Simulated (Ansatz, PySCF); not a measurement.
Potential energy curve for GaBe (anion, charge -1), lowest singlet found (which spin is the ground state isn't settled by this scan).

- UMP2/6-31G* = unrestricted MP2 (frozen core)/6-31G*, spherical d (PySCF)
- RKS-B3LYP/6-31G* = restricted B3LYP/6-31G*, spherical d in PySCF 2.14.0
- RHF/3-21G = PySCF with restricted Hartree-Fock/3-21G
- RMP2 = MP2 on RHF/aug-cc-pVDZ, cores with 3d frozen run with Ansatz (a quantum-chemistry and plane-wave program)
- RCCSD = Ansatz with CCSD on RHF/aug-cc-pVDZ, cores with 3d frozen

Energies are in eV, each relative to the lowest point of its own curve between 1.90 and 2.47 Å, where full CI is lowest.

```tsv
R / Å	UMP2/6-31G*	RKS-B3LYP/6-31G*	RHF/3-21G	RMP2	RCCSD
1.58	3.261	3.364	3.327	3.819	3.994
1.72	1.627	1.771	1.786	2.027	2.216
1.82	0.898	1.048	1.093	1.186	1.382
1.90	0.505	0.649	0.710	0.706	0.907
1.97	0.269	0.400	0.468	0.397	0.599
2.09	0.037	0.137	0.200	0.051	0.252
2.15	0.019	0.063	0.117	0.015	0.146
2.20	0.006	0.025	0.068	0.009	0.085
2.25	0.000	0.004	0.034	0.003	0.042
2.35	0.007	0.000	0.000	0.000	0.000
2.47	0.040	0.044	0.001	0.015	0.003
```

At the longest distance, 2.47 Å, RKS-B3LYP/6-31G* lies highest above its minimum (0.044 eV) and RHF/3-21G lowest (0.001 eV).

The scan ran from 1.58 to 7.35 Å; beyond the distances shown full CI changes its symmetry label. The unrestricted determinant behind UMP2/6-31G* is spin-contaminated at 1.58 to 2.47 Å (<S²> up to 1.8, against 0.00 for a pure singlet). Where the anion isn't bound against loss of the electron, the finite basis alone holds it. The restricted form behind RKS-B3LYP/6-31G*, RHF/3-21G, RMP2 keeps the bonding electrons paired and can't separate into open-shell fragments. The T1 diagnostic of CCSD on the restricted reference of RMP2, RCCSD exceeds 0.045 at 2.15 to 2.47 Å.
